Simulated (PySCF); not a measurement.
A geometry optimisation, step by step.

CH8GeSi.
Bonds: Si1–C2, C2–Ge3. Hydrogens: H4, H5, H6 on Si1; H7, H8 on C2; H9, H10, H11 on Ge3.

Method: PBE0-D3(BJ)/def2-SVP geometry optimisation, gas phase in PySCF; density fitting, grid level 1; the optimiser is geomeTRIC in internal coordinates, started from a GFN2-xTB structure with every atom displaced at random (about 0.01 Å). The frame can shift and turn from step to step; on so coarse a grid that alone can change the energy by a few meV, and forces under 0.02 eV/Å are noise.

Step 0: E = -65540.8491 eV, largest atomic force 1.257 eV/Å
```
atom  x, y, z in Å  |  force x, y, z in eV/Å
Si1     1.517    0.648    0.009   -0.897  -0.306  -0.353
C2      0.248   -0.761   -0.137    0.018   0.699   0.210
Ge3    -1.632   -0.185    0.064    0.996  -0.420   0.476
H4      2.882    0.134   -0.171    0.485  -0.123  -0.017
H5      1.223    1.657   -1.051    0.080   0.088  -0.044
H6      1.376    1.304    1.322    0.062   0.172   0.355
H7      0.483   -1.512    0.622   -0.045  -0.221   0.239
H8      0.379   -1.241   -1.108   -0.032  -0.167  -0.374
H9     -2.009    0.821   -0.949   -0.205   0.813  -0.937
H10    -1.857    0.448    1.417    0.038   0.236   0.566
H11    -2.572   -1.340   -0.035   -0.499  -0.771  -0.121
```

Step 1: E = -65540.9433 eV, largest atomic force 0.349 eV/Å
```
atom  x, y, z in Å  |  force x, y, z in eV/Å
Si1     1.573    0.704   -0.040    0.192  -0.038   0.067
C2      0.398   -0.761   -0.135   -0.024  -0.060  -0.028
Ge3    -1.486   -0.277    0.113   -0.237   0.110  -0.108
H4      2.995    0.254   -0.203   -0.060   0.018  -0.007
H5      1.278    1.706   -1.110   -0.046  -0.017  -0.010
H6      1.461    1.387    1.287   -0.035  -0.008  -0.018
H7      0.675   -1.506    0.631   -0.008   0.065  -0.022
H8      0.516   -1.252   -1.117   -0.041   0.033   0.043
H9     -1.885    0.778   -0.968    0.052  -0.246   0.243
H10    -1.679    0.356    1.517    0.014  -0.081  -0.170
H11    -2.417   -1.520   -0.014    0.194   0.224   0.011
```

Step 2: E = -65540.9534 eV, largest atomic force 0.061 eV/Å
```
atom  x, y, z in Å  |  force x, y, z in eV/Å
Si1     1.581    0.701   -0.037    0.057  -0.018   0.014
C2      0.396   -0.755   -0.134    0.007   0.005  -0.008
Ge3    -1.486   -0.272    0.110   -0.016   0.035  -0.027
H4      2.999    0.252   -0.204   -0.007   0.004  -0.005
H5      1.275    1.698   -1.109   -0.013   0.003  -0.003
H6      1.462    1.384    1.288   -0.014   0.001  -0.002
H7      0.670   -1.499    0.632   -0.009   0.002   0.009
H8      0.508   -1.246   -1.115   -0.015   0.002   0.000
H9     -1.897    0.764   -0.956   -0.002  -0.023   0.017
H10    -1.686    0.352    1.505   -0.001   0.001   0.010
H11    -2.394   -1.510   -0.018    0.014  -0.012  -0.006
```

Step 3: E = -65540.9539 eV, largest atomic force under 0.02 eV/Å
```
atom  x, y, z in Å  |  force x, y, z in eV/Å
Si1     1.585    0.701   -0.036    0.010  -0.009   0.001
C2      0.396   -0.752   -0.134    0.013   0.015  -0.001
Ge3    -1.488   -0.270    0.109    0.005   0.006   0.005
H4      3.002    0.250   -0.205   -0.001   0.001  -0.002
H5      1.277    1.697   -1.108   -0.002   0.003   0.002
H6      1.465    1.384    1.289   -0.004   0.001   0.000
H7      0.667   -1.496    0.633   -0.009  -0.003   0.004
H8      0.505   -1.243   -1.115   -0.006  -0.003  -0.001
H9     -1.905    0.761   -0.956   -0.005   0.004  -0.007
H10    -1.691    0.351    1.504   -0.001   0.000   0.003
H11    -2.385   -1.515   -0.021    0.000  -0.014  -0.002
```

Step 4: E = -65540.9540 eV, largest atomic force under 0.02 eV/Å
```
atom  x, y, z in Å  |  force x, y, z in eV/Å
Si1     1.588    0.701   -0.035   -0.008  -0.003  -0.002
C2      0.396   -0.749   -0.134    0.010   0.012   0.000
Ge3    -1.489   -0.269    0.108    0.003  -0.005   0.004
H4      3.004    0.248   -0.205    0.001   0.000   0.000
H5      1.280    1.699   -1.106    0.002   0.001   0.002
H6      1.467    1.384    1.290    0.002   0.000   0.001
H7      0.664   -1.493    0.634   -0.005  -0.003   0.000
H8      0.503   -1.241   -1.115    0.000  -0.003   0.000
H9     -1.911    0.759   -0.958   -0.002   0.004  -0.005
H10    -1.695    0.350    1.504   -0.001   0.000   0.000
H11    -2.379   -1.520   -0.023   -0.001  -0.003   0.000
```

**Question.** Summarise the path.

**Answer.** The energy falls by 10.12 kJ/mol from step 0 to step 4; nine tenths of that is first reached at step 2. It falls at every step. The largest force goes from 1.257 to under 0.02 eV/Å. Among the bonds Ge3–H9 changes most, from 1.477 to 1.540 Å; the atoms move by 0.041 Å rms after alignment.

What follows is the cost of the whole optimisation. The run took 18 s on one thread of an Arm Neoverse V1, shared host with 64 logical CPUs at a one-minute load of 19, and the process peaked at 0.43 GiB of memory.
